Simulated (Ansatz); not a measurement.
Computed with Ansatz on PBE0-D4/def2-TZVP structures; ΔE is electronic, products minus reactants. CBS: MP2 limit from def2 TZ/QZ plus the TZ coupled-cluster correction, frozen cores. DFT in def2-TZVPP. Elements past krypton have def2 core potentials. For Sn outer-core shells are correlated without core-valence functions, which leaves a few kJ/mol of doubt a bond. Each species was taken in one conformer, which may not be the lowest.

`C=C(F)[NH][SnH3]` + silanol → `C=C(F)O[SiH3]` + `[NH2][SnH3]`  (substitution at a C–N bond)

```tsv
level	ΔE (kcal/mol)
PBE	6.5
MP2/def2-TZVPP	8.4
HF/def2-QZVPP	6.7
MP2/CBS(def2)	9.0
```

(1) What does CCSD(T)/CBS give? (An estimate is asked.)

Largest T1 diagnostic among the species: 0.013.

## Answers

(1) Ansatz gave: +7.7 kcal/mol. The listed levels differ from it by -1.2, 0.7, -1.0, 1.3 kcal/mol.
